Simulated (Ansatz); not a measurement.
Reaction (cleavage of the Si–B bond): `B[SiH](C)OC` + HCl → `CO[SiH](C)Cl` + BH₃

Gas-phase electronic energies from Ansatz, PBE0-D4/def2-TZVP geometries. CCSD(T)/CBS is the MP2 limit (def2-TZVPP, def2-QZVPP) plus CCSD(T) − MP2 in def2-TZVPP, frozen cores. This one scheme is used for every species. DFT in def2-TZVPP. Each species was taken in one conformer, which may not be the lowest.

`B[SiH](C)OC`:

```xyz
14

B    -1.420   -0.567    1.921
Si   -0.489    0.183    0.313
C     1.120    1.029    0.777
O    -0.239   -1.020   -0.792
C     0.267   -0.773   -2.080
H    -1.698    0.161    2.832
H    -1.728   -1.717    2.028
H    -1.376    1.223   -0.310
H     1.604    1.461   -0.103
H     1.820    0.331    1.241
H     0.929    1.841    1.484
H     0.196   -1.694   -2.663
H     1.319   -0.466   -2.050
H    -0.306    0.007   -2.597
```

HCl:

Z-matrix (Å, degrees):
```
Cl
H 1 1.279
```

`CO[SiH](C)Cl`:

Z-matrix (Å, degrees):
```
C
O 1 1.410
H 1 1.091 2 108.0
H 1 1.095 2 111.2 3 119.2
H 1 1.096 2 111.5 3 -119.1
Si 2 1.630 1 125.4 3 -178.9
Cl 6 2.067 2 109.4 1 58.8
C 6 1.853 2 113.1 1 -61.0
H 6 1.477 2 105.7 1 174.6
H 8 1.092 6 111.2 2 62.2
H 8 1.092 6 110.2 2 -178.2
H 8 1.093 6 110.4 2 -58.4
```

BH₃:

```xyz
4

B     0.000    0.000    0.000
H     1.006   -0.576    0.285
H    -0.773   -0.490   -0.766
H    -0.233    1.067    0.482
```

Is it downhill or uphill in electronic energy at CCSD(T)/CBS, and by how much? (Best estimate.)

Ansatz gave: Downhill: ΔE = -33.6 kcal/mol.

What do these levels give: LDA (SPW92), PBE0-D4, CAM-B3LYP-D4, BLYP, MP2/def2-TZVPP, MP2/def2-QZVPP? (Best estimate.)

Ansatz gave: LDA (SPW92) -29.5, PBE0-D4 -31.8, CAM-B3LYP-D4 -33.8, BLYP -31.6, MP2/def2-TZVPP -35.7, MP2/def2-QZVPP -36.2 kcal/mol.

What do rigid-rotor, harmonic-oscillator terms from PBE0-D4/def2-TZVP frequencies (298.15 K, 1 bar) make of the CCSD(T)/CBS value? (An estimate is asked.)

Ansatz gave: ΔZPE = +1.1 kcal/mol, ΔH = -32.8 kcal/mol, ΔS = -10 J/(mol·K), ΔG = -32.1 kcal/mol.

Largest T1 diagnostic among the species: 0.011.

In def2-TZVPP, CCSD(T) changes the Hartree–Fock value by +4.2 kcal/mol (the triples alone add +0.2 kcal/mol) and MP2 by +1.3 kcal/mol. Leaving LDA and LC-ωPBE aside and taking each functional with its dispersion term where it has one, the values, not all of them listed here, spread over 5.2 kcal/mol, from BHLYP-D4 to PBE-D4.
